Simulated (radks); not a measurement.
Q: Ionisation of neutral neodymium, [Xe] 4f4 6s2, to [Xe] 4f4 6s1 as the strength of local exchange is varied. Calculated with a radial shooting solver on a logarithmic mesh with Libxc functionals: scalar-relativistic Kohn-Sham, Slater X-alpha exchange (alpha = 2/3 is LDA exchange), no correlation, spin-polarised, spherical densities, finite nucleus; open shells are filled with parallel spins first (spin-orbit coupling, left out, can overturn this in heavy ions); Fermi nuclear charge, rms radius 4.9123 fm.

alpha  E(Nd) (hartree)  exchange (hartree)  IE (eV)  -e of the level emptied (eV)  <r> of it (bohr)
0.579       -9583.2273           -181.3073    4.310                    2.379 (6s)             4.726
0.588       -9586.0553           -184.1837    4.340                    2.408 (6s)             4.717
0.667       -9610.9172           -209.5009    4.621                    2.698 (6s)             4.619
0.728       -9630.1606           -229.1361    4.853                    2.943 (6s)             4.539
x           -9701.8009           -302.5435    5.793                    3.947 (6s)             4.253

Which alpha was used in the last row?

A: alpha = 0.954. NIST Atomic Spectra Database: 5.525 eV (measured). The Delta-SCF value meets it near alpha = 0.89. Open shells are spherical and high-spin; term and fine-structure splittings are not resolved. Spin-orbit splitting is averaged out at the scalar-relativistic level.
